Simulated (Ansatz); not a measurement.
Start from `N[B](N)[AlH2]` and change one atom or group to get `NB(N)O[SiH3]`.

Ansatz, PBE0-D4/def2-TZVP geometries, multiplicity 1. Each molecule was computed in one conformer, which needn't be the lowest.

| property | `N[B](N)[AlH2]` |
| --- | --- |
| HOMO–LUMO gap (PBE0/def2-TZVPP) / eV | 5.41 |
| size of the dipole moment (B3LYP/def2-TZVPP) / D | 2.57 |
| size of the dipole moment (PBE/def2-TZVPP) / D | 2.69 |
| HOMO energy (PBE0/def2-TZVPP) / eV | -6.91 |
| HOMO–LUMO gap (B3LYP/def2-TZVPP) / eV | 5.03 |
| HOMO–LUMO gap (PBE/def2-TZVPP) / eV | 3.45 |

**Question.** What does the change do to each property? (Estimate.)

**Answer.** The calculation gave: 
```
                                        property  `NB(N)O[SiH3]`  shift
            HOMO–LUMO gap (PBE0/def2-TZVPP) / eV            7.36   1.95
size of the dipole moment (B3LYP/def2-TZVPP) / D            1.64  -0.93
  size of the dipole moment (PBE/def2-TZVPP) / D            1.68  -1.01
              HOMO energy (PBE0/def2-TZVPP) / eV           -6.97  -0.06
           HOMO–LUMO gap (B3LYP/def2-TZVPP) / eV            6.85   1.82
             HOMO–LUMO gap (PBE/def2-TZVPP) / eV            5.10   1.65
```

With PBE0 the HOMO falls by 0.06 eV and the LUMO rises by 1.89 eV, so the gap widens by about 1.95 eV. PBE moves the HOMO by 0.15 eV and ωB97M-V by -0.33 eV. The zero-point energy changes by 43.8 kJ/mol with +6 modes. Dipoles are sizes alone; their direction can turn.

B3LYP here is the variant with VWN-RPA as its local correlation; programs differ in this.
